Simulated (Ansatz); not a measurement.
Geometry optimisation, DFT PBE-D3(BJ), scalar-relativistic, plane waves, PAW (Ansatz).

The input (input.yaml):

```yaml
accuracy: low
crystal:
  lattice:
    - [5.708267, 0.0, 0.0]
    - [0.0, 5.708267, 0.0]
    - [0.0, 0.0, 5.708267]
  atoms:
    - { symbol: O, position: [0.1301628, 0.097834, 0.2088674] }
    - { symbol: H, position: [0.2105378, 0.2298498, 0.1388519] }
    - { symbol: H, position: [0.2443806, 0.0322807, 0.3158605] }
    - { symbol: O, position: [0.658082, 0.5273701, 0.6506362] }
    - { symbol: H, position: [0.5086335, 0.6040798, 0.6267347] }
    - { symbol: H, position: [0.7636735, 0.6098539, 0.5465337] }
    - { symbol: O, position: [-0.0069063, 0.5803555, 0.9826391] }
    - { symbol: H, position: [-0.0544971, 0.4534832, 0.8805166] }
    - { symbol: H, position: [0.1620769, 0.5665283, 0.9892707] }
    - { symbol: O, position: [0.5966249, 0.8638283, 0.0870698] }
    - { symbol: H, position: [0.4991945, 0.9858548, 0.1534573] }
    - { symbol: H, position: [0.7366092, 0.945688, 0.0371311] }
    - { symbol: Zn, position: [0.957367, 0.0177216, 0.7346079] }
    - { symbol: Cl, position: [0.7299675, 0.2919531, 0.1995165] }
    - { symbol: Cl, position: [0.166313, 0.4586525, 0.5754605] }
basis:
  ecutwfc: 420.0
kpoints:
  mp_grid: { grid: [1, 1, 1] }
hamiltonian:
  xc: pbe
  dispersion: d3bj
scf:
  occupations: { method: fermi_dirac, width: 0.02 }
  lower_state_search: "off"
relax:
  f_tol: 0.3
  max_steps: 15
  adjacent_minimum: "off"
```

Command:

```bash
$ ansatz run input.yaml --threads 1 --pin off --max-ram 3072MiB --backend cpu --events-out ev --progress --plain --runs-dir out
```

Task: Where does it end, and by what steps?

Result: The run ended unconverged. Limits of this set-up: coarse k mesh, low accuracy level. After 14 steps the energy has fallen by 7.832 eV; H8 moved furthest, 1.75 Å. Joined: O1–Zn13, O7–Zn13, Zn13–Cl14.

```json
{"step": "0", "energy less start (eV)": "0.0000", "largest force component (eV/Å)": "1.349", "accepted": "yes"}
{"step": "1", "energy less start (eV)": "-1.0117", "largest force component (eV/Å)": "1.166", "accepted": "yes"}
{"step": "2", "energy less start (eV)": "-1.6910", "largest force component (eV/Å)": "1.788", "accepted": "yes"}
{"step": "3", "energy less start (eV)": "-2.5099", "largest force component (eV/Å)": "1.695", "accepted": "yes"}
{"step": "4", "energy less start (eV)": "-3.4460", "largest force component (eV/Å)": "1.820", "accepted": "yes"}
{"step": "5", "energy less start (eV)": "-4.3421", "largest force component (eV/Å)": "1.448", "accepted": "yes"}
{"step": "6", "energy less start (eV)": "-5.2353", "largest force component (eV/Å)": "1.018", "accepted": "yes"}
{"step": "7", "energy less start (eV)": "-5.9560", "largest force component (eV/Å)": "1.402", "accepted": "yes"}
{"step": "8", "energy less start (eV)": "-6.3786", "largest force component (eV/Å)": "0.942", "accepted": "yes"}
{"step": "9", "energy less start (eV)": "-6.6508", "largest force component (eV/Å)": "1.368", "accepted": "yes"}
{"step": "10", "energy less start (eV)": "-6.9428", "largest force component (eV/Å)": "0.753", "accepted": "yes"}
{"step": "11", "energy less start (eV)": "-7.1973", "largest force component (eV/Å)": "0.848", "accepted": "yes"}
{"step": "12", "energy less start (eV)": "-7.4554", "largest force component (eV/Å)": "0.737", "accepted": "yes"}
{"step": "13", "energy less start (eV)": "-7.6709", "largest force component (eV/Å)": "0.703", "accepted": "yes"}
{"step": "14", "energy less start (eV)": "-7.8324", "largest force component (eV/Å)": "0.733", "accepted": "yes"}
```

```xyz
15
Lattice="5.7083 0.0000 0.0000 0.0000 5.7083 0.0000 0.0000 0.0000 5.7083" Properties=species:S:1:pos:R:3
O 1.312 0.398 1.444
H 1.215 1.075 2.181
H 1.199 -0.466 1.896
O 4.055 3.598 3.264
H 3.289 3.327 3.809
H 4.264 2.843 2.671
O -0.001 4.545 4.978
H -0.619 4.136 4.274
H 0.824 4.017 5.030
O 2.728 4.400 0.060
H 2.818 5.301 0.453
H 3.443 3.871 0.488
Zn 5.879 0.741 5.442
Cl 4.181 1.742 0.703
Cl 1.387 1.945 3.992
```

Time of the run: 24 s on 1 CPU thread of a shared host.
